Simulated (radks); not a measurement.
Task: Sm3+, configuration [Xe] 4f5. All-electron calculation, scalar-relativistic Kohn-Sham, LB94 model potential, spin-polarised, spherical densities, finite nucleus; open shells are filled with parallel spins first (spin-orbit coupling, left out, can overturn this in heavy ions); Fermi nuclear charge, rms radius 5.0819 fm. Program: a radial shooting solver on a logarithmic mesh with Libxc functionals. Some entries of the table are withheld. Estimate them.

orbital  occ.  eigenvalue (eV)  <r> (bohr)  <r^2> (bohr^2)
1s up       1        -46894.41     0.02271       0.0007028
1s down     1        -46894.41     0.02271       0.0007028
2s down     1        -7709.774     0.09683         0.01107
2s up       1        -7709.725     0.09683         0.01107
2p down     3        -6887.589     0.08527        0.008874
2p up       3        -6887.555     0.08527        0.008874
3s down     1        -1727.212      0.2546         0.07396
3s up       1        -1727.034      0.2546         0.07402
3p down     3        -1469.504      0.2527         0.07395
3p up       3        -1469.377      0.2528         0.07402
3d down     5        -1119.362      0.2303         0.06233
3d up       5        -1119.250      0.2304         0.06240
4s up       1        -373.4706      0.5792          0.3785
4s down     1        -370.6082      0.5791          0.3784
4p up       3        -289.1217      0.6129          0.4269
4p down     3        -286.2730      0.6128          0.4267
4d up       5        -170.5241         (1)          0.5162
4d down     5        -167.6817         (2)          0.5156
5s up       1         -79.6350       1.364           2.090
5s down     1         -77.0193       1.377           2.134
5p up       3         -58.1241       1.572           2.790
5p down     3         -55.9524       1.598           2.887
4f up       5         -42.7313         (3)          0.9830
4f down     0         -40.0270         (4)           1.010

Result: 
(1) 4d up <r> (bohr): 0.6675
(2) 4d down <r> (bohr): 0.6671
(3) 4f up <r> (bohr): 0.8784
(4) 4f down <r> (bohr): 0.8865
